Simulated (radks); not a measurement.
Problem. Valence configurations of Be II (all share [He]). Calculated with a radial shooting solver on a logarithmic mesh with Libxc functionals: scalar-relativistic Kohn-Sham, PBE, spin-unpolarised, spherical densities, finite nucleus; Fermi nuclear charge, rms radius 2.519 fm; without spin polarisation the odd electron is poorly described. Order these by energy: 2s0.5 2p0.5; 2p1; 2s1.

Solution. From the lowest, in eV above it: 2s1 0.000; 2s0.5 2p0.5 1.958; 2p1 3.909. NIST lists [He] 2s1 as the ground configuration; this level of theory agrees among the configurations tried. The energies are those of spherical spin-averaged densities, not of single terms.
